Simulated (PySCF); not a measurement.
Computed IR spectrum (relative IR intensity) of a molecule C3H8ClFSi. Coordinates come from a PBE0-D3(BJ)/def2-SVP optimisation. The values are those of a single conformer. Computed with PBE0-D3(BJ)/def2-SVP (PySCF). Frequencies are harmonic and unscaled.

Lines under 2 % of the strongest are left out, and lines within 2 cm⁻¹ are merged.

ν (cm⁻¹): 211 (w), 287 (w), 346 (w), 571 (vs), 673 (m), 741 (m), 780 (vs), 823 (vs), 847 (m), 912 (s), 927 (vs), 1017 (m), 1070 (w), 1099 (m), 1222 (w), 1224 (w), 1363 (w), 1399 (w), 1420 (vw), 1468 (w), 1477 (w), 2285 (vs), 3048 (w), 3051 (m), 3055 (m), 3114 (w), 3144 (m), 3151 (m) (against the strongest line: vs over 80 %, s over 45 %, m over 15 %, w over 4 %, vw less)

**Question.** Pick the molecule that these values belong to.
A) CCC[Si@H](F)Cl
B) F[C@H]([SiH3])CCCl
C) F[C@@H](Cl)CC[SiH3]
D) C[C@H](Cl)[C@@H](F)[SiH3]

**Answer.** A, CCC[Si@H](F)Cl
